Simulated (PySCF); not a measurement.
Interval between two levels of Mo by level of theory

Mo [Kr] 4d5 5s1 [7S3, M_J = 3] → Mo [Kr] 4d5 5p1 [7P4, M_J = 4], as a difference of total energies. Calculation: PySCF 2.14, in x2c-TZVPall-2c with one added diffuse shell each of s, p, d type (9s10p8d1f, 86 functions); the two-component X2C-1e Hamiltonian. Correlated levels: [Ar] 3d10 frozen; the 6 highest virtual spinors dropped. "Screened" scales the spin-orbit matrix elements by Boettger's factors to mimic the two-electron term; Breit and QED terms are absent.

```tsv
method	interval between two levels (cm⁻¹)
GHF (spin-free)	23466
GMP2 (spin-free)	26707
GHF (screened spin-orbit)	23676
GMP2 (screened spin-orbit)	26971
```

The labels give the starting determinants; with spin-orbit coupling the two ends relaxed to ⟨J²⟩ = 12.00, ⟨L²⟩ = 0.01, ⟨S²⟩ = 12.00 and ⟨J²⟩ = 20.03, ⟨L²⟩ = 2.05, ⟨S²⟩ = 12.00.
